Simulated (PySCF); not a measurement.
C₃HF₄, SMILES [CH]=C(F)C(F)(F)F, multiplicity 2. Coordinates come from a B3LYP-D3(BJ)/def2-SVP optimisation. The isomer is the one that the SMILES or the coordinates give; other isomers of the formula were not compared.

Computed equilibrium geometry at B3LYP-D3(BJ)/def2-SVP (PySCF confirms it by a frequency run) as a Z-matrix, and its point group:
point group Cs.
```
C
C 1 1.3121
F 1 1.3369 2 123.97
H 2 1.0846 1 139.72 3 180.00
C 1 1.5175 2 124.64 4 0.00
F 5 1.3378 1 110.69 2 0.00
F 5 1.3384 6 108.39 1 121.68
F 5 1.3384 6 108.39 7 116.64
```
Charge 0, spin multiplicity 2.
